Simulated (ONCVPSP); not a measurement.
# Before and after: ONCV potential for Lu

| Item | Value |
| --- | --- |
| Element | lutetium (Lu) |
| Generator | ONCVPSP 4.0.1 |
| Type | optimised norm-conserving Vanderbilt (ONCV) |
| Functional | LDA (Perdew-Zunger) |
| Relativity | scalar-relativistic |
| Frozen core | [Xe] |
| Valence charge | 17 |
| Reference configuration | 4f14 5d1 6s1 6p1 |
| Partial waves | 6s: rc 3.20 bohr, ncon 3, nbas 7, qcut 1.9 1/bohr, 3 projectors, debl 1.7 Ha; 6p: rc 3.20 bohr, ncon 3, nbas 7, qcut 2.1 1/bohr, 3 projectors, debl 2.2 Ha; 5d: rc 2.45 bohr, ncon 4, nbas 9, qcut 5.7 1/bohr, 2 projectors, debl 1.3 Ha; 4f: rc 1.15 bohr, ncon 4, nbas 8, qcut 15.2 1/bohr, 1 projector |
| Local potential | polynomial inside 1.15 bohr (lpopt 5, dvloc0 6 Ha) |
| Core correction | Teter function, fcfact 5, rcfact 1.2 |

Change: s: qcut 2.1.

Cutoffs: the cutoffs (Ha) at which the residual kinetic energy of the hardest occupied pseudo-wave falls to 1 and 0.1 mHa per electron; they do not see the model core or the augmentation charge, which bear on the density cutoff. Errors are all-electron minus pseudo energies relative to the spin-unpolarised reference configuration.

Problem. Predict the effect on cutoff, ghosts and configuration errors.

Solution. The potential gets neither clearly harder nor softer (100 Ha and 108 Ha → 100 Ha and 108 Ha); both files keep a bound ghost (s); of the 4 tests that both files solve, the error grows in 1 and shrinks in 1 by more than 15 % and 0.3 meV (median size 4.7 → 3.8 meV).

| quantity | base | changed |
| --- | --- | --- |
| cutoff, loose | 100 Ha | 100 Ha |
| cutoff, tight | 108 Ha | 108 Ha |
| loose cutoff by channel | s 2.6 Ha, p 1.4 Ha, d 10 Ha, f 100 Ha | s 2.2 Ha, p 1.4 Ha, d 10 Ha, f 100 Ha |
| bound ghosts | s | s |
| GHOST(+) flags under 300 eV | p at 63.6 eV, s at 155.6 eV | p at 63.6 eV |
| error for 4f14 5d1 6s2 6p0, meV [ΔE -3.52 eV] | -7.4 | -5.3 |
| error for 4f14 5d1 6s1 6p0, meV [ΔE 4.06 eV] | -2.0 | -1.9 |
| error for 4f14 5d1 6s0 6p0, meV [ΔE 17.64 eV] | -1.5 | +2.3 |
| error for 4f14 5d2 6s1 6p0, meV [ΔE -0.52 eV] | -19 | -20 |
| s: phases at 3.25 bohr within 0.05 rad from the reference energy up to (Ha; the scan ends near 5) | 4.8 | 4.7 |
| p: phases at 3.25 bohr within 0.05 rad from the reference energy up to (Ha; the scan ends near 5) | 2.3 | 2.3 |
| d: phases at 2.48 bohr within 0.05 rad from the reference energy up to (Ha; the scan ends near 5) | to the end of the scan | to the end of the scan |
| f: phases at 1.17 bohr within 0.05 rad from the reference energy up to (Ha; the scan ends near 5) | 1.1 | 1.1 |
| rms error of d²Exc/dni dnj with the model core, mHa | 5.74 | 5.73 |

 A true bound ghost makes a file unfit for plane-wave use even where its test errors are small: the radial tests pick states by their node count and pass the ghost by.
